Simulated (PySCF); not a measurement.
# From computed data to an observable: chemical shift, span and skew from a shielding tensor

C₃H₇NSi, SMILES C#C[SiH2]CN. Atoms are numbered in the order given.

```xyz
12

C      2.4576    -0.7730    -0.2109
C      1.4973    -0.0727     0.0551
Si    -0.0005     0.9318     0.4350
C     -1.5135    -0.1987     0.3049
N     -1.5663    -0.8076    -1.0210
H      3.3119    -1.3826    -0.4430
H      0.1242     1.4742     1.8190
H     -0.0795     2.0569    -0.5354
H     -2.4011     0.4434     0.4502
H     -1.5049    -0.9079     1.1627
H     -2.3811    -1.4136    -1.1163
H     -0.7463    -1.3953    -1.1744
```

Geometry: B3LYP-D3(BJ)/def2-SVP. This is a generated structure with no PubChem entry under its InChIKey; it may be hypothetical. One conformer was computed; it need not be the lowest.

GIAO shieldings from KT2/pcSseg-1 in PySCF, non-relativistic, no solvent. The symmetric part of the tensor of C1 has the principal values 5.6, 10.8, 248.3 ppm. The same nucleus in TMS has σ = 185.1 ppm at this level (PySCF, at its B3LYP-D3(BJ)/def2-TZVP geometry).

**Question.** Work out the isotropic shielding, the ¹³C shift against TMS, the span and the skew.

**Answer.** 
σ(iso) = (σ11 + σ22 + σ33)/3 = 88.2 ppm. δ = σ(ref) − σ(iso) = 185.1 − (88.2) = 96.9 ppm.
Span Ω = σ33 − σ11 = 242.7 ppm. Skew κ = 3(σ(iso) − σ22)/Ω = 0.96. Tumbling in solution averages the tensor to δ; in a static solid the shielding alone would spread this spin-1/2 line over Ω.
